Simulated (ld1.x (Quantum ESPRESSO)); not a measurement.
**An all-electron radial function and its pseudo partner (boron)**

Columns: radius, all-electron u(r) and pseudo u(r) of the 2s shell (level -9.39 eV) of boron in the configuration [He] 2s2 2p1; LDA (PZ), scalar-relativistic, TM semilocal scheme, ld1.x (Quantum ESPRESSO) 7.5.

| r (bohr) | all-electron | pseudo |
| --- | --- | --- |
| 0.198 | 0.3035 | -0.0802 |
| 0.395 | 0.0987 | -0.1741 |
| 0.593 | -0.1822 | -0.2951 |
| 0.790 | -0.4160 | -0.4402 |
| 0.988 | -0.5803 | -0.5812 |
| 1.185 | -0.6781 | -0.6781 |
| 1.383 | -0.7234 | -0.7234 |
| 1.580 | -0.7297 | -0.7297 |
| 1.778 | -0.7093 | -0.7093 |
| 1.975 | -0.6718 | -0.6718 |
| 2.173 | -0.6241 | -0.6241 |
| 2.370 | -0.5716 | -0.5716 |
| 2.568 | -0.5175 | -0.5175 |
| 2.765 | -0.4646 | -0.4646 |
| 2.963 | -0.4139 | -0.4139 |
| 3.160 | -0.3667 | -0.3667 |
| 3.358 | -0.3231 | -0.3231 |
| 3.555 | -0.2837 | -0.2837 |
| 3.753 | -0.2480 | -0.2480 |
| 3.950 | -0.2163 | -0.2163 |
| 4.148 | -0.1880 | -0.1880 |
| 4.345 | -0.1631 | -0.1631 |
| 4.542 | -0.1412 | -0.1412 |
| 4.740 | -0.1219 | -0.1219 |
| 4.938 | -0.1051 | -0.1051 |
| 5.135 | -0.0906 | -0.0906 |

(1) How many radial nodes do the two functions have?

(2) At about which radius was the pseudo-wave matched?

(3) Is the pseudo-wave norm-conserving?

Results:

(1) The all-electron 2s function has n − l − 1 = 1; the pseudo-wave has 0, since the states of the same l below it are removed with the core.

(2) 1.35 bohr, where the columns begin to agree (steps of 0.20 bohr).

(3) Yes: the TM semilocal scheme keeps the norm inside the radius equal to the all-electron one, which fixes the energy derivative of the logarithmic derivative at the level.
